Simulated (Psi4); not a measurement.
dimethyl selenide (C$_{2}$H$_{6}$Se), singlet, geometry from GFN2-xTB; BLYP/cc-pVDZ (Psi4).

Psi4 was given this input:
```
memory 2 GB

molecule mol {
0 1
  C     1.427456   -0.352530    0.804101
  Se    0.018572    0.177668   -0.439477
  C    -1.491744   -0.262468    0.717145
  H     1.320476   -1.409446    1.036687
  H     2.381536   -0.173149    0.317011
  H     1.351604    0.247522    1.707869
  H    -1.464083   -1.323538    0.953742
  H    -2.402307   -0.025560    0.174512
  H    -1.432956    0.333430    1.624923
}

set basis cc-pvdz
set reference rks
set scf_type pk
set puream true
set d_convergence 1e-8
set dft_radial_points 99
set dft_spherical_points 590

energy('blyp')
print_variables()
```

Output, abridged:

```
   => Loading Basis Set <=

    Name: CC-PVDZ
    Role: ORBITAL
    Keyword: BASIS

         ---------------------------------------------------------
                                   SCF
               by Justin Turney, Rob Parrish, Andy Simmonett
                          and Daniel G. A. Smith
                              RKS Reference
         ---------------------------------------------------------

  ==> Geometry <==

    Molecular point group: c1
    Full point group: C1

    Geometry (in Angstrom), charge = 0, multiplicity = 1:

       Center              X                  Y                   Z               Mass
    ------------   -----------------  -----------------  -----------------  -----------------
         C            1.423226406397    -0.392993409261     0.904191298100    12.000000000000
         SE           0.014342406397     0.137204590739    -0.339386701900    79.916521800000
         C           -1.495973593603    -0.302931409261     0.817235298100    12.000000000000
         H            1.316246406397    -1.449909409261     1.136777298100     1.007825032230
         H            2.377306406397    -0.213612409261     0.417101298100     1.007825032230
         H            1.347374406397     0.207058590739     1.807959298100     1.007825032230
         H           -1.468312593603    -1.364001409261     1.053832298100     1.007825032230
         H           -2.406536593603    -0.066023409261     0.274602298100     1.007825032230
         H           -1.437185593603     0.292966590739     1.725013298100     1.007825032230

  Running in c1 symmetry.

  Rotational constants: A =      0.37828  B =      0.22833  C =      0.15058 [cm^-1]
  Rotational constants: A =  11340.51733  B =   6845.30486  C =   4514.38629 [MHz]
  Nuclear repulsion =  186.343258366305463

  Charge       = 0
  Multiplicity = 1
  Electrons    = 52
  Nalpha       = 26
  Nbeta        = 26

  ==> Algorithm <==

  SCF Algorithm Type is PK.
  DIIS enabled.
  MOM disabled.
  Fractional occupation disabled.
  Guess Type is SAD.
  Energy threshold   = 1.00e-06
  Density threshold  = 1.00e-08
  Integral threshold = 1.00e-12

  ==> Primary Basis <==

  Basis Set: CC-PVDZ
    Blend: CC-PVDZ
    Number of shells: 41
    Number of basis functions: 85
    Number of Cartesian functions: 89
    Spherical Harmonics?: true
    Max angular momentum: 2

  ==> DFT Potential <==

   => LibXC <=

    Version 7.1.2
    S. Lehtola, C. Steigemann, M. J. T. Oliveira, and M. A. L. Marques,  SoftwareX 7, 1–5 (2018) (10.1016/j.softx.2017.11.002)

   => Composite Functional: BLYP <=

    BLYP GGA Exchange-Correlation Functional

    P.J. Stephens et. al., J. Phys. Chem., 98, 11623-11627, 1994
    B. Miehlich et. al., Chem. Phys. Lett., 157(3), 200-206 1989

    Deriv               =              1
    GGA                 =           TRUE
    Meta                =          FALSE

    Exchange Hybrid     =          FALSE
    MP2 Hybrid          =          FALSE

   => Exchange Functionals <=

    1.0000     XC_GGA_X_B88

   => Correlation Functionals <=

    1.0000     XC_GGA_C_LYP

   => LibXC Density Thresholds  <==

    XC_GGA_C_LYP:  1.00E-14
    XC_GGA_X_B88:  1.00E-15

   => Molecular Quadrature <=

    Radial Scheme          =       TREUTLER
    Pruning Scheme         =           NONE
    Nuclear Scheme         =       TREUTLER

    Blocking Scheme        =         OCTREE
    BS radius alpha        =              1
    Pruning alpha          =              1
    Radial Points          =             99
    Spherical Points       =            590
    Total Points           =         494837
    Total Blocks           =           3498
    Max Points             =            256
    Max Functions          =             85
    Weights Tolerance      =       1.00E-15

  ==> Integral Setup <==

  Using in-core PK algorithm.
   Calculation information:
      Number of atoms:                   9
      Number of AO shells:              41
[...]
      Number of basis functions:        85

      Integral cutoff                 1.00e-12
      Number of threads:                 1

  Performing in-core PK
  Using 13362680 doubles for integral storage.
  We computed 367923 shell quartets total.
  Whereas there are 371091 unique shell quartets.

  ==> DiskJK: Disk-Based J/K Matrices <==

    J tasked:                  Yes
    K tasked:                   No
    wK tasked:                  No
    Schwarz Cutoff:          1E-12

  Minimum eigenvalue in the overlap matrix is 1.0650235846E-02.
  Reciprocal condition number of the overlap matrix is 2.1107728303E-03.
    Using symmetric orthogonalization.

  ==> Pre-Iterations <==

  SCF Guess: Superposition of Atomic Densities via on-the-fly atomic UHF (no occupation information).

   -------------------------
    Irrep   Nso     Nmo
   -------------------------
     A         85      85
   -------------------------
    Total      85      85
   -------------------------

  ==> Iterations <==

                        Total Energy        Delta E     RMS |[F,P]|

   @RKS iter SAD: -2478.54082837470196   -2.47854e+03   0.00000e+00
   @RKS iter   1: -2480.68922828725363   -2.14840e+00   1.37274e-02 ADIIS/DIIS
   @RKS iter   2: -2480.25973682032009    4.29491e-01   1.59496e-02 ADIIS/DIIS
   @RKS iter   3: -2481.26797172759098   -1.00823e+00   3.45376e-03 ADIIS/DIIS
   @RKS iter   4: -2481.30952719175957   -4.15555e-02   9.84992e-04 ADIIS/DIIS
   @RKS iter   5: -2481.31350824455103   -3.98105e-03   3.17321e-04 ADIIS/DIIS
   @RKS iter   6: -2481.31398564498477   -4.77400e-04   3.23176e-05 DIIS
   @RKS iter   7: -2481.31399025457131   -4.60959e-06   8.73817e-06 DIIS
   @RKS iter   8: -2481.31399065840878   -4.03837e-07   1.20582e-06 DIIS
   @RKS iter   9: -2481.31399066493304   -6.52426e-09   9.88531e-08 DIIS
   @RKS iter  10: -2481.31399066498125   -4.82032e-11   1.89868e-08 DIIS
   @RKS iter  11: -2481.31399066498625   -5.00222e-12   3.86719e-09 DIIS
  Energy and wave function converged.

  ==> Post-Iterations <==

   Electrons on quadrature grid:
      Ntotal   =   52.0000021565 ; deviation = 2.156e-06

    Orbital Energies [Eh]
    ---------------------

    Doubly Occupied:

[...]
    Virtual:

[...]
    Final Occupation by Irrep:
              A
    DOCC [    26 ]
    NA   [    26 ]
    NB   [    26 ]

  @RKS Final Energy: -2481.31399066498625

   => Energetics <=

    Nuclear Repulsion Energy =            186.3432583663054629
    One-Electron Energy =               -3820.2948661092227667
    Two-Electron Energy =                1252.8236927859406933
    DFT Exchange-Correlation Energy =    -100.1860757080100370
    Empirical Dispersion Energy =           0.0000000000000000
    VV10 Nonlocal Energy =                  0.0000000000000000
    Total Energy =                      -2481.3139906649862496

Computation Completed

Properties will be evaluated at   0.000000,   0.000000,   0.000000 [a0]

Properties computed using the SCF density matrix

 Multipole Moments:

 ------------------------------------------------------------------------------------
     Multipole            Electronic (a.u.)      Nuclear  (a.u.)        Total (a.u.)
 ------------------------------------------------------------------------------------

 L = 1.  Multiply by 2.5417464519 to convert [e a0] to [Debye]
 Dipole X            :          0.3952164           -0.4156431           -0.0204267
 Dipole Y            :          3.7807854           -3.9761997           -0.1954143
 Dipole Z            :         -9.3520793            9.8354528            0.4833736
 Magnitude           :                                                    0.5217797

 ------------------------------------------------------------------------------------

  Variable Map:
  ----------------------------------------------------------------------------
[...]
  Array Variable Map:
  ----------------------------------------------------------------------------
[...]
[...]
```
